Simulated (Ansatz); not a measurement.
GeNH8F, singlet: a nudged elastic band.

in.yaml

```yaml
crystal:
  periodic: [false, false, false]
  atoms:
    - {symbol: Ge, position_ang: [-1.139668, -1.402927, -1.117619]}
    - {symbol: H, position_ang: [-0.756994, -2.590380, -0.233704]}
    - {symbol: H, position_ang: [-2.450276, -1.726524, -1.861418]}
    - {symbol: H, position_ang: [-1.404742, -0.160572, -0.249434]}
    - {symbol: H, position_ang: [-0.050297, -1.093762, -2.147498]}
    - {symbol: H, position_ang: [1.451609, 2.365339, 0.724907]}
    - {symbol: N, position_ang: [0.831224, 1.644716, 1.073356]}
    - {symbol: H, position_ang: [1.309766, 0.150997, 0.666287]}
    - {symbol: F, position_ang: [1.543344, -0.748561, 0.398901]}
    - {symbol: H, position_ang: [-0.085212, 1.800528, 0.669880]}
    - {symbol: H, position_ang: [0.751347, 1.760944, 2.076241]}
basis:
  gaussian: {orbitals: def2-SVP}
hamiltonian: {xc: pbe0, dispersion: d4}
neb:
  images: 5
  climbing: true
  max_iterations: 40
  initial_path: idpp
  final_atoms:
    - {symbol: Ge, position_ang: [-0.590682, -0.569452, -1.518780]}
    - {symbol: H, position_ang: [0.455014, -1.615974, 2.482283]}
    - {symbol: H, position_ang: [-0.794087, -1.719476, -2.525185]}
    - {symbol: H, position_ang: [-1.722155, -0.530343, -0.491410]}
    - {symbol: H, position_ang: [-0.330874, 0.752712, -2.241381]}
    - {symbol: H, position_ang: [1.056427, 0.937442, 0.646668]}
    - {symbol: N, position_ang: [0.204491, 1.484607, 0.609708]}
    - {symbol: H, position_ang: [0.601711, -1.578944, 1.750199]}
    - {symbol: F, position_ang: [0.883932, -1.039549, -0.693033]}
    - {symbol: H, position_ang: [0.464232, 2.451110, 0.457377]}
    - {symbol: H, position_ang: [-0.227908, 1.427669, 1.523454]}
```

Command:

```bash
ansatz run in.yaml --threads 4 --pin off --events-out ev --progress --plain --max-ram 9574MiB
```

What Ansatz 0.2.0 printed:

```
Functional definition: PBE0
  name "PBE0"
  cite "Adamo & Barone, J. Chem. Phys. 110, 6158 (1999) doi:10.1063/1.478522"
  cite "Perdew, Burke & Ernzerhof, Phys. Rev. Lett. 77, 3865 (1996) doi:10.1103/PhysRevLett.77.3865"
  parent pbe
  parameter a = 0.25
  parameter kappa = 0.804
  parameter beta = 0.06672455060314922
  exchange = (1 - a)*pbe_x(kappa = kappa, mu = beta*pi^2/3) + a*exact_x
  correlation = pbe_c(beta = beta)
1085 factors; integrals over basis functions are off by at most 5.5e-4 eV
mean field evaluation 1: about -60828.9034 eV, gradient 5.1e1 eV
mean field evaluation 2: about -60827.1610 eV, gradient 5.9e1 eV
mean field evaluation 4: about -60833.4425 eV, gradient 1.1e0 eV
mean field evaluation 8: about -60833.4573 eV, gradient 3.3e-3 eV
mean field -60833.45730990 eV, -2235.5883217404 hartree, gradient 5.8e-5 eV, S^2 0.000000; 0 other end points of the search recorded, 0 dependent functions left out
the calculation of the forces begins
reference -60833.45733840 eV, -2235.5883227877 hartree; 28, 28 occupied and 72, 72 virtual orbitals, 1085 factors
1079 factors; integrals over basis functions are off by at most 6.6e-4 eV
mean field evaluation 16: about -60833.1424 eV, gradient 6.4e0 eV
mean field -60833.22803125 eV, -2235.5798959055 hartree, gradient 7.8e-6 eV, S^2 0.000000; 0 other end points of the search recorded, 0 dependent functions left out
the calculation of the forces begins
reference -60833.22806127 eV, -2235.5798970088 hartree; 28, 28 occupied and 72, 72 virtual orbitals, 1079 factors
WARN: NEB end point (image 0): max|allowed force component| = 3.003e-1 eV/Å (the criterion of neb.relax_end_points is 1.000e-2). That is over neb.f_tol: it is no minimum, so the barrier can be far off. Relax it first
WARN: NEB end point (image 6): max|allowed force component| = 5.455e-1 eV/Å (the criterion of neb.relax_end_points is 1.000e-2). That is over neb.f_tol: it is no minimum, so the barrier can be far off. Relax it first
1085 factors; integrals over basis functions are off by at most 5.7e-4 eV
mean field evaluation 32: about -60830.9307 eV, gradient 2.8e0 eV
mean field -60830.95779776 eV, -2235.4964663637 hartree, gradient 2.6e-5 eV, S^2 0.000000; 0 other end points of the search recorded, 0 dependent functions left out
the calculation of the forces begins
reference -60830.95782722 eV, -2235.4964674464 hartree; 28, 28 occupied and 72, 72 virtual orbitals, 1085 factors
1087 factors; integrals over basis functions are off by at most 8.4e-4 eV
mean field -60827.11750925 eV, -2235.3553383639 hartree, gradient 5.8e-5 eV, S^2 0.000000; 0 other end points of the search recorded, 0 dependent functions left out
the calculation of the forces begins
reference -60827.11753971 eV, -2235.3553394831 hartree; 28, 28 occupied and 72, 72 virtual orbitals, 1087 factors
1088 factors; integrals over basis functions are off by at most 6.2e-4 eV
mean field evaluation 64: about -60824.9972 eV, gradient 6.6e0 eV
mean field -60825.26512702 eV, -2235.2872645725 hartree, gradient 3.4e-5 eV, S^2 0.000000; 0 other end points of the search recorded, 0 dependent functions left out
the calculation of the forces begins
reference -60825.26515849 eV, -2235.2872657290 hartree; 28, 28 occupied and 72, 72 virtual orbitals, 1088 factors
1084 factors; integrals over basis functions are off by at most 1.5e-3 eV
mean field -60827.42692320 eV, -2235.3667091169 hartree, gradient 2.2e-5 eV, S^2 0.000000; 0 other end points of the search recorded, 0 dependent functions left out
the calculation of the forces begins
reference -60827.42695523 eV, -2235.3667102938 hartree; 28, 28 occupied and 72, 72 virtual orbitals, 1084 factors
1085 factors; integrals over basis functions are off by at most 7.5e-4 eV
mean field evaluation 96: about -60824.9471 eV, gradient 5.7e1 eV
mean field -60830.95159895 eV, -2235.4962385615 hartree, gradient 2.6e-5 eV, S^2 0.000000; 0 other end points of the search recorded, 0 dependent functions left out
the calculation of the forces begins
reference -60830.95162980 eV, -2235.4962396952 hartree; 28, 28 occupied and 72, 72 virtual orbitals, 1085 factors
NEB iter   1: max|band force component| = 5.422e0 eV/Å  barrier→ = 8.1593 eV  barrier← = 7.9478 eV  Δτ_max = 0.2000 Å  (183 SCF iters)
NEB iter   2: max|band force component| = 5.420e0 eV/Å  barrier→ = 6.6121 eV  barrier← = 6.4005 eV  Δτ_max = 0.2000 Å  (146 SCF iters)
NEB iter   3: max|band force component| = 1.404e1 eV/Å  barrier→ = 5.2700 eV  barrier← = 5.0585 eV  Δτ_max = 0.1011 Å  (151 SCF iters)
NEB iter   4: max|band force component| = 2.861e0 eV/Å  barrier→ = 4.6062 eV  barrier← = 4.3946 eV  Δτ_max = 0.2000 Å  (137 SCF iters)
NEB iter   5: max|band force component| = 4.278e0 eV/Å  barrier→ = 3.9683 eV  barrier← = 3.7568 eV  Δτ_max = 0.1033 Å  (144 SCF iters)
NEB iter   6: max|band force component| = 8.827e-1 eV/Å  barrier→ = 3.4073 eV  barrier← = 3.1958 eV  Δτ_max = 0.2000 Å  (138 SCF iters)
NEB iter   7: max|band force component| = 9.794e-1 eV/Å  barrier→ = 2.6563 eV  barrier← = 2.4447 eV  Δτ_max = 0.2000 Å  (139 SCF iters)
NEB iter   8: max|band force component| = 1.179e0 eV/Å  barrier→ = 1.8592 eV  barrier← = 1.6477 eV  Δτ_max = 0.1008 Å  (137 SCF iters)
NEB iter   9: max|band force component| = 9.979e-1 eV/Å  barrier→ = 1.4205 eV  barrier← = 1.2090 eV  Δτ_max = 0.1033 Å  (134 SCF iters)
NEB iter  10: max|band force component| = 1.761e0 eV/Å  barrier→ = 1.0942 eV  barrier← = 0.8827 eV  Δτ_max = 0.0506 Å  (131 SCF iters)
NEB iter  11: max|band force component| = 6.932e-1 eV/Å  barrier→ = 0.9842 eV  barrier← = 0.7727 eV  CI = image 3  Δτ_max = 0.1011 Å  (138 SCF iters)
NEB iter  12: max|band force component| = 8.188e-1 eV/Å  barrier→ = 1.1353 eV  barrier← = 0.9238 eV  CI = image 3  Δτ_max = 0.1015 Å  (135 SCF iters)
NEB iter  13: max|band force component| = 2.355e0 eV/Å  barrier→ = 1.2758 eV  barrier← = 1.0643 eV  CI = image 3  Δτ_max = 0.0507 Å  (134 SCF iters)
NEB iter  14: max|band force component| = 1.096e0 eV/Å  barrier→ = 1.3042 eV  barrier← = 1.0927 eV  CI = image 3  Δτ_max = 0.1000 Å  (135 SCF iters)
NEB iter  15: max|band force component| = 1.541e0 eV/Å  barrier→ = 1.3771 eV  barrier← = 1.1656 eV  CI = image 3  Δτ_max = 0.1999 Å  (137 SCF iters)
NEB iter  16: max|band force component| = 1.952e0 eV/Å  barrier→ = 1.4703 eV  barrier← = 1.2587 eV  CI = image 3  Δτ_max = 0.1969 Å  (136 SCF iters)
NEB iter  17: max|band force component| = 2.033e0 eV/Å  barrier→ = 1.5555 eV  barrier← = 1.3440 eV  CI = image 3  Δτ_max = 0.1998 Å  (139 SCF iters)
NEB iter  18: max|band force component| = 2.021e0 eV/Å  barrier→ = 1.6745 eV  barrier← = 1.4630 eV  CI = image 3  Δτ_max = 0.2000 Å  (131 SCF iters)
NEB iter  19: max|band force component| = 1.633e0 eV/Å  barrier→ = 1.8693 eV  barrier← = 1.6578 eV  CI = image 3  Δτ_max = 0.2000 Å  (140 SCF iters)
NEB iter  20: max|band force component| = 1.258e0 eV/Å  barrier→ = 2.2352 eV  barrier← = 2.0237 eV  CI = image 3  Δτ_max = 0.1951 Å  (139 SCF iters)
NEB iter  21: max|band force component| = 1.632e0 eV/Å  barrier→ = 2.2560 eV  barrier← = 2.0445 eV  CI = image 3  Δτ_max = 0.1008 Å  (140 SCF iters)
NEB iter  22: max|band force component| = 7.871e-1 eV/Å  barrier→ = 2.2425 eV  barrier← = 2.0310 eV  CI = image 3  Δτ_max = 0.2000 Å  (135 SCF iters)
NEB iter  23: max|band force component| = 5.524e-1 eV/Å  barrier→ = 2.1965 eV  barrier← = 1.9849 eV  CI = image 3  Δτ_max = 0.1371 Å  (137 SCF iters)
NEB iter  24: max|band force component| = 2.135e-1 eV/Å  barrier→ = 2.1721 eV  barrier← = 1.9606 eV  CI = image 3  Δτ_max = 0.0854 Å  (134 SCF iters)
NEB iter  25: max|band force component| = 1.364e-1 eV/Å  barrier→ = 2.1570 eV  barrier← = 1.9455 eV  CI = image 3  Δτ_max = 0.1086 Å  (136 SCF iters)
NEB iter  26: max|band force component| = 1.981e-1 eV/Å  barrier→ = 2.1404 eV  barrier← = 1.9288 eV  CI = image 3  Δτ_max = 0.0541 Å  (134 SCF iters)
NEB iter  27: max|band force component| = 1.300e-1 eV/Å  barrier→ = 2.1377 eV  barrier← = 1.9261 eV  CI = image 3  Δτ_max = 0.1089 Å  (128 SCF iters)
NEB iter  28: max|band force component| = 1.227e-1 eV/Å  barrier→ = 2.1333 eV  barrier← = 1.9218 eV  CI = image 3  Δτ_max = 0.1069 Å  (133 SCF iters)
NEB iter  29: max|band force component| = 1.104e-1 eV/Å  barrier→ = 2.1309 eV  barrier← = 1.9194 eV  CI = image 3  Δτ_max = 0.0532 Å  (130 SCF iters)
NEB iter  30: max|band force component| = 1.099e-1 eV/Å  barrier→ = 2.1296 eV  barrier← = 1.9181 eV  CI = image 3  Δτ_max = 0.0528 Å  (135 SCF iters)
NEB iter  31: max|band force component| = 8.942e-2 eV/Å  barrier→ = 2.1287 eV  barrier← = 1.9171 eV  CI = image 3  Δτ_max = 0.0301 Å  (129 SCF iters)
NEB iter  32: max|band force component| = 7.148e-2 eV/Å  barrier→ = 2.1276 eV  barrier← = 1.9161 eV  CI = image 3  Δτ_max = 0.0387 Å  (130 SCF iters)
NEB iter  33: max|band force component| = 6.456e-2 eV/Å  barrier→ = 2.1276 eV  barrier← = 1.9161 eV  CI = image 3  Δτ_max = 0.0277 Å  (125 SCF iters)
NEB iter  34: max|band force component| = 3.430e-2 eV/Å  barrier→ = 2.1272 eV  barrier← = 1.9157 eV  CI = image 3  CI's point: of a kind that is not told: the force calls were inconclusive, a negative curvature could not be distinguished from the path's own, the only one lies far off the path, or fixed occupations may fill a level only in part  Δτ_max = 0.0000 Å  (1063 SCF iters)
Total energy: -60831.42854652 eV, -2235.5137660613 hartree
Atom 0 at    -0.823048    -0.922390    -0.653935 Å, force     0.010524     0.016114     0.004542 eV/Å
Atom 1 at    -0.357382    -2.282274     0.508862 Å, force    -0.003769    -0.007579    -0.003888 eV/Å
Atom 2 at    -1.633986    -2.039393    -1.357251 Å, force     0.011884    -0.006179     0.006330 eV/Å
Atom 3 at    -1.638004    -0.164895     0.387077 Å, force    -0.005111     0.001952    -0.002087 eV/Å
Atom 4 at    -0.208241    -0.064059    -1.766828 Å, force     0.000904     0.003246     0.000974 eV/Å
Atom 5 at     1.099212     1.155273     0.564237 Å, force     0.007586    -0.005715     0.024790 eV/Å
Atom 6 at     0.484325     1.966878     0.495494 Å, force    -0.028636    -0.014181    -0.035688 eV/Å
Atom 7 at     0.480316    -1.794563     0.497332 Å, force    -0.000292     0.010305     0.018126 eV/Å
Atom 8 at     1.150414    -0.889351     0.081431 Å, force    -0.012024    -0.020589    -0.027461 eV/Å
Atom 9 at     0.937684     2.603327    -0.158086 Å, force     0.002011     0.023741    -0.002451 eV/Å
Atom 10 at     0.508811     2.431245     1.401567 Å, force     0.016922    -0.001115     0.016813 eV/Å
Dipole moment:    -0.036075     0.107012     0.040838 e Å

[the SCF lines of later steps are left out]
```

The run took about 3.6 min on 4 CPU threads of an Arm Neoverse V2 (shared host).
